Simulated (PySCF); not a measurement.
# Frontier orbitals and the lowest excitations

Species: FH4PSeSi.
Structure used (PBE0-D3(BJ)/def2-SVP), in Å, numbered top down from 1:
```xyz
8
FH4PSeSi angstrom
F      2.0404    0.2493   -1.0026
Si     0.8697    0.1117    0.1167
P     -0.4799   -1.6100   -0.4199
Se    -0.1183    2.1668    0.1350
H      1.5393   -0.2089    1.4080
H     -1.2471   -1.4232    0.7731
H     -1.3527   -0.8203   -1.2272
H     -1.3616    1.6210    0.7017
```

Method used: TDDFT wB97X-D/def2-SVPD, vertical, gas phase, core orbitals frozen in the response (PySCF 2.14.0, density-fitted response routines). The wB97X-D/def2-SVPD calculation is non-relativistic and has no spin–orbit coupling, an omission that weighs most on selenium.

Frontier orbitals with the atoms that hold most of them (Löwdin shares over 4%, at most four atoms; ? is withheld):

```json
{"orbital": "LUMO+2", "ε (eV)": "1.66", "atoms": "Se4 27%, Si2 21%, P3 20%, H7 9%"}
{"orbital": "LUMO+1", "ε (eV)": "1.28", "atoms": "Se4 40%, Si2 18%, P3 15%, H8 12%"}
{"orbital": "LUMO", "ε (eV)": "?", "atoms": "?"}
{"orbital": "HOMO", "ε (eV)": "-9.04", "atoms": "Se4 65%, P3 16%, Si2 9%, H8 5%"}
{"orbital": "HOMO-1", "ε (eV)": "-9.90", "atoms": "?"}
{"orbital": "HOMO-2", "ε (eV)": "-11.43", "atoms": "Si2 27%, Se4 20%, H5 20%, P3 14%"}
{"orbital": "HOMO-3", "ε (eV)": "-11.56", "atoms": "P3 38%, Se4 21%, Si2 16%, H6 8%"}
```

Task: Give the leading atoms of the LUMO.

Result: Se4 (bonded to Si and H) 34%; Si2 (bonded to F, P, Se and H) 24%; P3 (bonded to Si and 2 H) 22%; H8 (bonded to Se) 8%.

Task: Which atoms hold the HOMO-1, and with what shares?

Result: P3 (bonded to Si and 2 H) 42%; Se4 (bonded to Si and H) 32%; Si2 (bonded to F, P, Se and H) 13%; H7 (bonded to P) 5%.

Task: What is the LUMO energy, and the HOMO–LUMO gap?

Result: ε(LUMO) = 0.82 eV; the gap is 9.86 eV (0.3622 hartree).

Task: The HOMO–LUMO gap is 9.86 eV. Where does the response calculation put the lowest singlet, and from which orbitals?

Result: S1 is at 5.13 eV (f = 0.0077), 4.73 eV below the gap, made of HOMO→LUMO (83%). Without the coupling terms of the response equations the lowest excitation would equal the gap.

Task: Give energy, strength and leading configuration of S1 and S2, and follow the Löwdin shares of the leading atoms from the occupied to the empty orbital.

Result: 
- S1 (5.13 eV, f 0.0077), HOMO→LUMO (83%): Se4 65% → 34%, P3 16% → 22%, Si2 9% → 24%
- S2 (5.89 eV, f 0.052), HOMO→LUMO+1 (88%): Se4 65% → 40%, P3 16% → 15%, Si2 9% → 18%

The run took 41 s wall on one thread, Arm Neoverse V1, shared host.

One conformer stands for the species.
